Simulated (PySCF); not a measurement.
**Exercise with solution: oscillator strength and radiative lifetime**

hexanethiol (C₆H₁₄S), SMILES C(CCCCC)S.

The structure is a stationary point at B3LYP-D3(BJ)/def2-SVP. The values are those of a single conformer.

PySCF 2.14.0 with TDA-ωB97X/def2-SVPD puts the first singlet state with f over 0.02 at 6.52 eV (vertical), with the transition dipole (0.000, 0.000, 0.480) in atomic units.

Q: Find the oscillator strength, the wavelength and the radiative lifetime that this transition would have in vacuum if emission retraced absorption.

A: 
|μ|² = 0.2304 au, so |μ| = 1.22 D. ΔE = 6.52/27.211 = 0.2396 hartree. f = (2/3) ΔE |μ|² = 0.037 (the program prints 0.037).
λ = 1239.84/6.52 = 190 nm; ν = 52587 cm⁻¹.
Einstein's coefficient A = 0.6670 ν² f s⁻¹ (ν in cm⁻¹) = 6.8e7 s⁻¹, so τ = 1/A = 15 ns. This state is S2; the lower singlet has f = 0.002. The figure is the radiative limit of this one transition; relaxation, internal conversion, crossing to triplets and a medium change what is measured.
